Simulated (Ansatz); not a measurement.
System: sum formula H₄Si₂OF, charge 0, multiplicity 2. It need not be the lowest isomer of its formula. 
Structure (B3LYP-D3(BJ)/def2-TZVP (Ansatz, a program for electronic structure) minimum search):
```xyz
8

F      1.9042    -0.7413     0.3856
Si     1.0215     0.5782     0.6495
O     -0.3586     0.4690    -0.2023
Si    -1.7157    -0.3643    -0.6280
H      1.7996     1.7307     0.1104
H     -1.3800    -1.3543    -1.6732
H     -2.2690    -1.0576     0.5568
H     -2.6998     0.6070    -1.1474
```
Charge 0, spin multiplicity 2.

Total electronic energies in hartree. Cores are frozen in the correlated levels unless marked. Open shells are spin-unrestricted. No spin-orbit coupling. No relativistic terms. CBS marks a two-point X^-3 extrapolation of the correlation energy; Hartree-Fock from the larger set.

| level | program | energy (Eh) |
|---|---|---|
| HF/6-31G | Ansatz | -754.39536 |
| revPBE-D3(BJ)/def2-TZVPD | Ansatz + dftd3 | -756.47544 |
| revPBE-D4/def2-TZVPD | Ansatz + dftd4 | -756.47932 |
| BHLYP-D4/def2-TZVPD | Ansatz + dftd4 | -756.59569 |
| B2GP-PLYP-D3(BJ)/def2-TZVPD | Ansatz + dftd3 | -756.20519 |
| MP2/cc-pV(Q+d)Z | Ansatz | -755.51358 |
| RI-MP2/CBS(cc-pV(T+d)Z,cc-pV(Q+d)Z) | Ansatz | -755.5570 |
| SCS-MP2/cc-pV(T+d)Z | Ansatz | -755.42657 |
| CCSD(T)/CBS(aug-cc-pV(T+d)Z,aug-cc-pV(Q+d)Z) | Ansatz | -755.6085 |

Totals of different functionals don't rank their quality; only differences between species are comparable.
